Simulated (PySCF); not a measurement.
## Telling isomers of C5H6N2O apart by NMR

- structure optimised with GFN2-xTB
- PBE0/pcSseg-1 with gauge-including orbitals
- program: PySCF 2.14
- no solvent model, one averaged value for each set of equivalent atoms, non-relativistic, a single conformation

Shifts are taken against calculated references (same method and geometry level): 1H (σref 31.72) and 13C (σref 186.93) vs TMS. Where no couplings were computed, multiplicities follow the n + 1 count of equivalent neighbours, and m marks all less simple cases (inequivalent or close neighbours, rings, F or P nearby). Shifts are as computed. Against solution values, carbons near 30 ppm lie about +3 ppm off and those near 130 ppm about +5 ppm (rms about the fit 2.1 ppm; single classes can miss by 10 ppm). Of 1328 compounds with measured shifts, 309 miss one by over three times the rms of a fit or turn the order of signals round; such compounds aren't used in these exercises. Signals without a measured value on file couldn't be tested in this way; 1H shifts scatter by 0.2 ppm about their fit, and single ones miss by 0.5 ppm.

(1) Tabulate the signals of `C=CCc1ncno1`, `COc1cccnn1` and their relative energies.

(2) What is the quickest way to tell C=CCc1ncno1 from COc1cccnn1?

## Answers

(1) 
```tsv
SMILES	carbon types	δC	δH	E rel. (kcal/mol)
C=CCc1ncno1	1×C 2×CH 2×CH2	185.0, 163.2, 141.5, 126.4, 37.5	8.36 (s, 1H), 6.26 (m, 1H), 5.72 (m, 1H), 5.51 (m, 1H), 3.84 (d, 2H)	11.9
COc1cccnn1	1×C 3×CH 1×CH3	171.1, 150.4, 132.2, 119.3, 57.0	9.18 (d, 1H), 7.38 (m, 1H), 6.97 (d, 1H), 4.41 (s, 3H)	0.0
```

Energies are electronic energies at PBE0/pcSseg-1 on these geometries, without zero-point or thermal terms, each for the one conformer computed, which needn't be the lowest.

(2) Both give the same number of carbon signals, but DEPT or the intensities differ. The first has a terminal =CH2 carbon at 126.4 ppm, the second a methyl carbon bonded to O (CH3) at 57.0 ppm. Their most deshielded carbons lie at 185.0 and 171.1 ppm. In the proton spectra the most deshielded non-exchanging signals are 8.36 (s, 1H) and 9.18 (d, 1H).
